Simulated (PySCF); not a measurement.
## How methods differ on the ionisation energy of Pt(47+)

Pt(47+) [Ar] 3d10 4s2 4p1 [4p1/2^1, M_J = 1/2] → Pt(48+) [Ar] 3d10 4s2, as a difference of total energies. Calculation: PySCF 2.14, in an even-tempered Gaussian basis (16 s from 6.6 bohr⁻², ratio 2.8; 13 p from 8.5 bohr⁻², ratio 2.8; 8 d from 15 bohr⁻², ratio 2.8; 4 f from 36 bohr⁻², ratio 3); the two-component X2C-1e Hamiltonian. Correlated levels: [Ne] frozen; the 72 highest virtual spinors dropped. "Screened" scales the spin-orbit matrix elements by Boettger's factors to mimic the two-electron term; Breit and QED terms are absent.

| method | ionisation energy (eV) |
| --- | --- |
| GHF (spin-free) | 2503.4 |
| GMP2 (spin-free) | 2504.2 |
| GHF (screened spin-orbit) | 2595.5 |
| GMP2 (screened spin-orbit) | 2596.2 |

Breit and QED terms and the two-electron picture change are absent.

The spin-free rows lack the spin-orbit shift.

For comparison: 2603 ± 4 eV (theoretical estimate listed by NIST; NIST Atomic Spectra Database, ionization energies).
